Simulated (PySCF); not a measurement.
An unknown is described by computed data only.

Formula: C5H6ClFO2.

| Property | Result |
| --- | --- |
| 1H NMR | chemical shifts (computed TMS as zero) by class: 4.82 (1 H), 4.66 (1 H), 4.58 (1 H), 4.18 (1 H), 4.10 (1 H), 3.55 (1 H) ppm [GIAO PBE0/pcSseg-1] |
| Polarisability | 75.6 au [PBE0/def2-SVPD] |
| NMR, other nuclei | isotropic shieldings of nuclei other than C and H, by class: -316 (1 O), 325 (1 O), 348 (1 F), 883 (1 Cl) ppm [GIAO PBE0/pcSseg-1] |
| Dipole | 1.86 D [PBE0/def2-SVPD] |
| Triplet | lowest triplet excitation (Tamm–Dancoff): 3.33 eV [TDA PBE0/def2-SVPD] |
| Rotational structure | rotational constants A, B, C: 1.793, 1.137, 1.120 GHz [GFN2-xTB] |
| UV, strongest line | among the 6 lowest singlet transitions: S6 at 7.11 eV (174 nm, f = 0.009) [TDDFT PBE0/def2-SVPD] |
| UV, first state | lowest singlet excitation: 3.88 eV (320 nm, f = 0.001) [TDDFT PBE0/def2-SVPD] |
| 13C NMR | chemical shifts (computed TMS as zero) by class: 217.6 (1 C), 95.3 (1 C), 76.5 (1 C), 75.9 (1 C), 46.1 (1 C) ppm [GIAO PBE0/pcSseg-1] |

Gas-phase values; electronic properties from PySCF, density fitting. Levels stand in brackets. The structure is a single GFN2-xTB conformer in the gas phase; no vibrational or solvent corrections. NMR classes are plain means over equivalent atoms (diastereotopic ones count apart unless rotation or inversion swaps them), as if these changed places fast.

Question: Propose a structure and show how it fits.

Answer: Numbering: `[O:1]=[C:2]1[CH2:3][O:4][CH2:5][C@@:6]1([F:7])[CH2:8][Cl:9]`. Its formula, C5H6ClFO2, gives 2 degrees of unsaturation: 1 ring and 1 π bond in the structure found. 5 carbons fall into 5 classes; from least to most shielded: ketone carbonyl carbon [C2] (217.6 ppm), sp3 C–F carbon [C6] (95.3 ppm), ring sp3 carbon bound to oxygen [C5] (76.5 ppm), ring sp3 carbon bound to oxygen [C3] (75.9 ppm), sp3 C–Cl carbon [C8] (46.1 ppm). Hydrogen classes from least to most shielded: 1 H on an sp3 carbon bound to oxygen, C5 (4.82 ppm), 1 H on an sp3 carbon bound to oxygen, C5 (4.66 ppm), 1 H on an sp3 carbon bound to oxygen, C3 (4.58 ppm), 1 H on an sp3 C–Cl carbon, C8 (4.18 ppm), 1 H on an sp3 carbon bound to oxygen, C3 (4.10 ppm), 1 H on an sp3 C–Cl carbon, C8 (3.55 ppm). The other shieldings belong to: -316 ppm, ketone oxygen [O1]; 325 ppm, cyclic ether oxygen [O4]; 348 ppm, alkyl fluorine [F7]; 883 ppm, alkyl chlorine [Cl9]. S1 is mainly HOMO→LUMO (weight 0.88); the largest Löwdin shares of the orbital it empties are 0.31 on the ketone oxygen, 0.22 on the cyclic ether oxygen, 0.10 on the sp3 C–F carbon and 0.09 on an sp3 carbon bound to oxygen, of the orbital it fills 0.36 on the ketone carbonyl carbon, 0.30 on the ketone oxygen, 0.07 on an sp3 carbon bound to oxygen and 0.07 on the sp3 C–F carbon. The optimised geometry has point group C1 and is an asymmetric top. Structure: `O=C1COC[C@@]1(F)CCl`. Computed isomers that give other values at the same levels: `O=C(O)/C(=C/Cl)CCF` (13C chemical shifts (computed TMS as zero) by class: 169.6 (1 C), 154.5 (1 C), 136.2 (1 C), 85.2 (1 C), 33.3 (1 C) ppm); `CO[C@@]1(C(=O)Cl)C[C@@H]1F` (13C chemical shifts (computed TMS as zero) by class: 182.4 (1 C), 84.7 (1 C), 72.4 (1 C), 56.7 (1 C), 24.1 (1 C) ppm); `CO[C@@H]1C[C@]1(F)C(=O)Cl` (13C chemical shifts (computed TMS as zero) by class: 179.3 (1 C), 83.4 (1 C), 75.0 (1 C), 61.9 (1 C), 30.2 (1 C) ppm). The assignments are read from this structure; whether some other isomer fits the data as well wasn't checked. The mirror image fits equally.
